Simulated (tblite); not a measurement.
Species: C₈H₁₀.
Numbering: `[CH2:1]=[CH:2][C@H:3]1[CH:4]=[CH:5][CH:6]=[CH:7][CH2:8]1` (hydrogens: H9, H10 on C1; H11 on C2; H12 on C3; H13 on C4; H14 on C5; H15 on C6; H16 on C7; H17, H18 on C8)

Computed with GFN2-xTB (tblite), gas phase: Langevin dynamics at 400 K from the optimised GFN2-xTB geometry, time step 0.5 fs, friction 0.01 fs⁻¹, 2000 steps. The instantaneous temperature is 2·E(kin)/(3Nk) with all 3N coordinates.

```tsv
t (fs)	T (K)	E(pot) above start (eV)	C1=C2 (Å)	C2–C3 (Å)	C3–C4 (Å)	C4=C5 (Å)	C5–C6 (Å)	C1–H9 (Å)	C1–C2–C3–C4 (°)
0	339	0.000	1.319	1.505	1.507	1.331	1.451	1.077	113
25	265	0.523	1.333	1.499	1.535	1.291	1.445	1.038	104
50	294	0.477	1.333	1.545	1.518	1.324	1.448	1.106	94
75	291	0.525	1.322	1.560	1.470	1.378	1.432	1.076	91
100	297	0.618	1.335	1.544	1.513	1.332	1.435	1.063	68
125	378	0.595	1.334	1.502	1.500	1.311	1.420	1.101	73
150	396	0.607	1.301	1.534	1.535	1.345	1.405	1.063	71
175	320	0.985	1.342	1.535	1.518	1.323	1.449	1.043	68
200	332	0.913	1.320	1.487	1.552	1.320	1.461	1.113	73
225	355	0.845	1.332	1.553	1.553	1.341	1.472	1.087	95
250	411	0.734	1.338	1.552	1.481	1.341	1.453	1.074	95
275	290	0.760	1.306	1.524	1.489	1.320	1.410	1.060	105
300	377	0.563	1.327	1.500	1.540	1.317	1.437	1.070	118
325	293	0.939	1.328	1.481	1.470	1.333	1.481	1.117	135
350	262	1.003	1.290	1.514	1.493	1.331	1.481	1.068	132
375	428	0.789	1.325	1.450	1.501	1.353	1.413	1.090	141
400	279	1.156	1.357	1.441	1.529	1.349	1.427	1.112	132
425	347	0.810	1.304	1.525	1.600	1.331	1.466	1.048	135
450	252	0.839	1.291	1.486	1.611	1.327	1.483	1.092	127
475	379	0.899	1.310	1.464	1.482	1.326	1.421	1.153	135
500	306	1.053	1.333	1.493	1.563	1.367	1.415	1.061	134
525	435	1.075	1.287	1.487	1.528	1.354	1.442	1.041	133
550	420	0.774	1.317	1.504	1.487	1.320	1.420	1.127	120
575	363	0.687	1.336	1.542	1.572	1.319	1.439	1.108	127
600	328	0.986	1.317	1.488	1.578	1.331	1.455	1.052	120
625	462	0.751	1.324	1.539	1.548	1.343	1.442	1.112	109
650	347	0.924	1.320	1.590	1.507	1.339	1.431	1.108	100
675	341	0.882	1.338	1.469	1.481	1.297	1.394	1.039	124
700	275	0.954	1.323	1.486	1.568	1.300	1.465	1.104	110
725	268	0.854	1.299	1.525	1.498	1.329	1.462	1.113	117
750	262	0.874	1.348	1.514	1.451	1.397	1.454	1.023	108
775	388	0.604	1.333	1.513	1.466	1.359	1.416	1.079	121
800	354	0.702	1.282	1.534	1.592	1.293	1.436	1.120	117
825	295	0.807	1.338	1.587	1.536	1.323	1.485	1.034	112
850	325	0.942	1.381	1.518	1.440	1.366	1.445	1.112	94
875	376	0.908	1.323	1.573	1.456	1.339	1.449	1.105	107
900	357	0.866	1.284	1.510	1.507	1.307	1.445	1.072	118
925	338	0.771	1.373	1.528	1.531	1.312	1.471	1.081	126
950	382	0.609	1.329	1.494	1.517	1.327	1.472	1.115	130
975	473	0.903	1.316	1.534	1.502	1.353	1.432	1.066	129
1000	527	0.717	1.349	1.556	1.502	1.350	1.466	1.069	127
```

Q: From 500 fs on, how do temperature and potential energy compare with equipartition?

A: The mean temperature of these 21 frames is 363 K against the target 400 K, and the mean potential energy 0.84 eV against 48 × kT/2 = 0.83 eV for 48 classical harmonic modes. For 18 atoms in a canonical ensemble the temperature itself scatters by T·√(2/(3N)) = 77 K; here its standard deviation is 68 K. The whole run lasts only 10 friction times of 100 fs, so these averages carry a wide statistical error.

Q: What are the kinetic and total energies of the listed frame with the highest potential energy?

A: The one at 400 fs, 1.156 eV above the start. Its kinetic energy is 3NkT/2 = 0.648 eV at 279 K, so the sum is 1.80 eV; over the listed frames the sum runs from 0.79 to 2.09 eV, since the thermostat adds and removes energy.

Q: How much do the listed bonds fluctuate from 500 fs on?

A: 
```json
{"bond": "C1=C2", "at the start (Å)": "1.319", "mean (Å)": "1.326", "standard deviation (Å)": "0.025"}
{"bond": "C2–C3", "at the start (Å)": "1.505", "mean (Å)": "1.523", "standard deviation (Å)": "0.033"}
{"bond": "C3–C4", "at the start (Å)": "1.507", "mean (Å)": "1.516", "standard deviation (Å)": "0.043"}
{"bond": "C4=C5", "at the start (Å)": "1.331", "mean (Å)": "1.335", "standard deviation (Å)": "0.026"}
{"bond": "C5–C6", "at the start (Å)": "1.451", "mean (Å)": "1.445", "standard deviation (Å)": "0.022"}
{"bond": "C1–H9", "at the start (Å)": "1.077", "mean (Å)": "1.083", "standard deviation (Å)": "0.031"}
```

The motion is classical and holds no zero-point motion.

What follows is the cost of the whole dynamics run. Time: 19 s; peak memory 0.18 GiB. Hardware: Arm Neoverse N1, one thread, no GPU, shared host with 64 logical CPUs at a one-minute load of 43.
